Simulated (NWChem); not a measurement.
System: C₄H₄ClF; SMILES C=C(Cl)/C=C\F

```xyz
10

C      1.0761     1.9957     0.0000
C      0.4474     0.8106     0.0000
Cl    -1.2909     0.7773     0.0000
C      1.1597    -0.4590     0.0000
C      0.7046    -1.7177     0.0000
F     -0.5663    -2.0737     0.0000
H      0.5198     2.9335     0.0000
H      2.1675     2.0340     0.0000
H      2.2494    -0.3709     0.0000
H      1.3807    -2.5781     0.0000
```
Atoms are numbered in this order, from 1.

Results from NWChem. Pople sets run with spherical d functions. The geometry was optimised at PBE0/def2-SVP. GIAO values for the isolated, static molecule; σ is the absolute isotropic shielding, δ = σ(reference) − σ with the isolated reference molecule computed at the same levels (13C: tetramethylsilane, 19F: trichlorofluoromethane, 1H: tetramethylsilane).

```
level                                 δ C1 (ppm)  δ C2 (ppm)  σ Cl3 (ppm)  δ C4 (ppm)  δ F6 (ppm)  δ H8 (ppm)  δ H9 (ppm)
------------------------------------  ----------  ----------  -----------  ----------  ----------  ----------  ----------
PBE/pcSseg-1                          (withheld)  (withheld)   (withheld)       113.9  (withheld)  (withheld)        5.10
B3LYP/6-311G**                             120.2       147.6        706.6       114.7      -118.1        5.22        5.08
LDA (Slater exchange, VWN5)/pcSseg-1       125.2       152.0        647.6       119.3      -117.9        5.38        5.22
```

**Question.** Fill in the missing entries.

**Answer.** 
- PBE/pcSseg-1, δ C1 (ppm): 119.1
- PBE/pcSseg-1, δ C2 (ppm): 146.2
- PBE/pcSseg-1, σ Cl3 (ppm): 664.6
- PBE/pcSseg-1, δ F6 (ppm): -111.7
- PBE/pcSseg-1, δ H8 (ppm): 5.30
